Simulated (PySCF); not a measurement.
An unknown shows these calculated signals:

¹H NMR (600 MHz, computed): δ 4.58 (s, 3H), 2.13 (s, 2H), 1.04 (s, 9H).

¹³C{¹H} NMR (computed): δ 49.1 (CH2), 32.6 (C), 30.2 (CH3).

Computed data (PySCF 2.14): PBE0-D3(BJ)/def2-SVP geometry, NMR shieldings at PBE0/pcSseg-1/GIAO. Isolated molecule, one conformer, fast rotation and ring inversion assumed for equivalent nuclei, non-relativistic Hamiltonian.

Shifts are taken against calculated references (same method and geometry level): TMS for ¹H, ¹³C.

Which of these does the molecule contain: a heteroaromatic ring, an NH or NH2 group, a Si–H bond, a CH3CH2 unit, a tert-butyl group?

Answers


- A heteroaromatic ring: no.
- An NH or NH2 group: no.
- A Si–H bond: yes (δH 4.58 (s)).
- A CH3CH2 unit: no.
- A tert-butyl group: yes (δC 30.2, 32.6; δH 1.04 (s)).

The data belong to SMILES CC(C)(C)CS[SiH3], C₅H₁₄SSi; they needn't prove each group on their own.

Carbon signals by region: 3 below 50 ppm.

Shifts are as computed. Against solution values, carbons near 30 ppm lie about +2 ppm off and those near 130 ppm about +5 ppm. Of 1309 compounds with measured shifts, 239 miss one by over three times the rms of a fit or turn the order of signals round; such compounds aren't used in these exercises. Multiplicities follow the n + 1 count of equivalent neighbours, as no J values were calculated; m marks all less simple cases, F and P coupling included.
